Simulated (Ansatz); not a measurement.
AlFH6N2Si (`N[SiH2][Al]([NH2])[F]`). Charge 0, multiplicity 1. The geometry is a stationary point of PBE0-D4/def2-TZVP. It is one conformer, not always the lowest.

```xyz
11

N     0.068   -1.330    1.402
Si   -1.169   -0.314    0.734
Al   -0.165    0.944   -1.105
N     1.584    1.009   -1.307
F    -1.087    1.747   -2.220
H     0.586   -1.934    0.784
H    -0.109   -1.801    2.276
H    -1.606    0.601    1.828
H    -2.413   -1.024    0.295
H     2.080    1.491   -2.040
H     2.230    0.610   -0.645
```

(1) What is the dipole moment at ωB97M-V/def2-TZVPP? (Best estimate.)

(2) And with PBE, r2SCAN, B3LYP? (Estimate.)

(3) Give the Mulliken charges with ωB97M-V, B3LYP, r2SCAN in def2-TZVPP. (Best estimate.)

Answers

(1) The calculation gave: 2.88 D, with components (2.05, -1.73, 1.05) D in this frame, pointing from negative to positive charge.

(2) Ansatz gave: PBE 2.96 D, r2SCAN 2.95 D, B3LYP 2.90 D.

(3) Computed: 
```csv
atom,ωB97M-V,B3LYP,r2SCAN
N1,-0.37,-0.40,-0.45
Si2,0.13,0.20,0.19
Al3,0.63,0.63,0.69
N4,-0.37,-0.41,-0.47
F5,-0.36,-0.37,-0.37
H6,0.11,0.13,0.15
H7,0.11,0.13,0.15
H8,-0.04,-0.08,-0.09
H9,-0.06,-0.10,-0.11
H10,0.11,0.13,0.15
H11,0.11,0.13,0.15
```

B3LYP here is the variant with VWN-RPA as its local correlation; programs differ in this.
